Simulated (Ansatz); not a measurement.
Geometry optimisation, RKS revPBE-D4/def2-SVP in Ansatz.

input.yaml

```yaml
crystal:
  periodic: [false, false, false]
  atoms:
    - { symbol: Sn, position_ang: [-1.51517, -0.811523, -0.161838] }
    - { symbol: Cl, position_ang: [2.042281, -1.100138, 0.848664] }
    - { symbol: H, position_ang: [-0.802601, -2.146043, -0.981239] }
    - { symbol: H, position_ang: [-1.388776, -0.816252, 1.553859] }
    - { symbol: H, position_ang: [-3.112081, -0.447016, -0.716976] }
    - { symbol: H, position_ang: [1.17446, 2.073026, -0.378124] }
    - { symbol: F, position_ang: [-0.52777, 0.786923, -0.764498] }
    - { symbol: H, position_ang: [2.150099, 0.185834, 0.58514] }
    - { symbol: F, position_ang: [1.979457, 2.275289, 0.014811] }
basis:
  gaussian: { orbitals: def2-SVP }
hamiltonian:
  xc: revpbe
  dispersion: d4
relax:
  f_tol: 0.03
  max_steps: 50
```

Command:

```bash
$ ansatz run input.yaml --threads 2 --pin off --max-ram 3072MiB --backend cpu --events-out ev --progress --plain --runs-dir out
```

Question: Where does it end, and by what steps?

Answer: It converged. The force dipped under the threshold on the way, but the program's further checks kept it going. After 14 steps the energy has fallen by 0.328 eV; F9 moved furthest, 0.71 Å.

| step | energy less start (eV) | largest force component (eV/Å) | accepted |
| --- | --- | --- | --- |
| 0 | 0.0000 | 1.334 | yes |
| 1 | -0.1605 | 0.574 | yes |
| 2 | -0.2655 | 0.267 | yes |
| 3 | -0.3097 | 0.367 | yes |
| 4 | -0.3149 | 0.415 | yes |
| 5 | -0.3116 | 0.577 | no |
| 6 | -0.3225 | 0.058 | yes |
| 7 | -0.3254 | 0.035 | yes |
| 8 | -0.3261 | 0.042 | yes |
| 9 | -0.3264 | 0.043 | yes |
| 10 | -0.3271 | 0.014 | yes |
| 11 | -0.3277 | 0.095 | yes |
| 12 | -0.3279 | 0.063 | yes |
| 13 | -0.3282 | 0.007 | yes |
| 14 | -0.3283 | 0.021 | yes |

```xyz
9
Properties=species:S:1:pos:R:3
Sn -1.327 -0.669 -0.167
Cl 2.111 -1.057 0.691
H -0.686 -2.060 -0.940
H -1.077 -0.481 1.520
H -2.941 -0.292 -0.660
H 0.776 1.566 -0.296
F -0.355 0.893 -1.019
H 1.995 0.266 0.576
F 1.505 1.832 0.295
```

Time of the run: 27 s on 2 threads of Arm Neoverse V1, with other jobs on the host, peak memory 0.14 GiB.
